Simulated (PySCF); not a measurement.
Methyl 3-chloropropanoate, C4H7ClO2.
SMILES: `COC(=O)CCCl`

Level of theory: PySCF, TDDFT PBE0/def2-SVPD, vertical, gas phase, core orbitals frozen in the response. Geometry: GFN2-xTB, one conformer, isolated molecule. Torsions of this conformer, `[CH3:1][O:2][C:3](=[O:4])[CH2:5][CH2:6][Cl:7]`: C1–O2–C3–O4 0°, O2–C3–C5–C6 180°, C3–C5–C6–Cl7 180°.

```tsv
state	E (eV)	E (hartree)	f	|μ| (D)	symmetry	main configurations (H = HOMO, L = LUMO)
S1	6.02	0.2211	0.0005	0.15	–	H→L (78%), H-2→L (21%)
S2	7.42	0.2726	0.0056	0.45	A′	H→L+1 (72%), H→L+2 (11%), H-2→L+2 (10%)
S3	7.47	0.2745	0.0005	0.14	–	H-1→L+1 (52%), H-1→L+2 (44%)
S4	7.56	0.2778	0.0005	0.13	–	H-1→L (95%)
S5	7.61	0.2795	0.0006	0.14	–	H-2→L (77%), H→L (21%)
S6	7.69	0.2826	0.015	0.72	A′	H-2→L+1 (38%), H→L+2 (28%), H→L+1 (19%)
```

Triplets (Tamm–Dancoff): T1 5.46 eV, H→L (76%), H-2→L (22%); T2 6.19 eV, H-3→L (81%), H-5→L (8%).

The lowest singlet comes at 206 nm (580 kJ/mol) in the ultraviolet; it is dark (f under 0.0005); its leading configuration is HOMO→LUMO (78%). The most intense listed level is S6 at 7.69 eV (161 nm, f = 0.015), 1.67 eV above S1. It is the last of those listed, so stronger ones may follow. Löwdin shares by element: HOMO oxygen 44% or more, chlorine 27%, carbon 16% or more; LUMO carbon 46% or more, oxygen 44%. The oscillator strengths of these states sum to 0.023; summed over the whole spectrum of an exact calculation they would give the number of electrons, 64 (Thomas–Reiche–Kuhn). Of the 6 states listed, 1 reaches f = 0.01 and 2 stay under 0.0005. The listed states span 1.67 eV, and the widest gap between neighbours is 1.40 eV (S1 to S2). Symmetry labels in Cs follow from the direction of the transition dipole and are given only for states with f of 0.002 or more. Only the lowest 6 singlets were computed, as vertical energies without vibronic structure.

Time: 34 s (with the writing of density and orbital grids); peak memory 0.85 GiB. Hardware: an Arm Neoverse V1 with one thread (shared host).
